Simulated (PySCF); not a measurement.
These are PBE-D3(BJ)/def2-TZVP // r2SCAN-D4/def2-TZVP run with PySCF values and carry that method's errors. Gas-phase values, no solvent. Excitations are Tamm–Dancoff values on a coarser integration grid. The basis has no diffuse functions, so Rydberg states are missing or too high.

Reference species (SMILES): `[O]=[GeH2]` (neutral, multiplicity 1).

```json
{
 "hole reorganisation energy (four-point)": "0.416 eV",
 "T1 excitation (TDA)": "2.75 eV",
 "brightest of the four lowest singlets (TDA)": "5.28 eV"
}
```

Changed species: `C=S`.

Question: Give the shifts of the hole reorganisation energy (four-point), T1 excitation (TDA) and brightest of the four lowest singlets (TDA).

Answer: the hole reorganisation energy (four-point) falls by 0.387 eV, to 0.029 eV; the T1 excitation (TDA) falls by 1.16 eV, to 1.59 eV; the brightest of the four lowest singlets (TDA) rises by 1.72 eV, to 7.00 eV.
